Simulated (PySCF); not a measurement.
CH3Zn, SMILES [Zn+][CH3], charge +1.

Coordinates come from a r2SCAN-D4/def2-TZVP optimisation. The multiplicity is an assumed one; other spin states were not compared. The isomer is the one that the SMILES or the coordinates give; other isomers of the formula were not compared.

Computed with PBE0/def2-TZVPD in PySCF.

Computed frontier levels, gap, dipole moment and polarisability:
The highest occupied level comes out as -14.77 eV. The lowest empty level comes out as -9.28 eV. The orbital gap comes out as 5.49 eV, the dipole moment about the centre of nuclear charge comes out as 1.20 D and the mean static polarisability is 34.1 bohr³ (5.06 Å³). The polarisability, principal values is 25.8, 25.8, 50.8 bohr³.
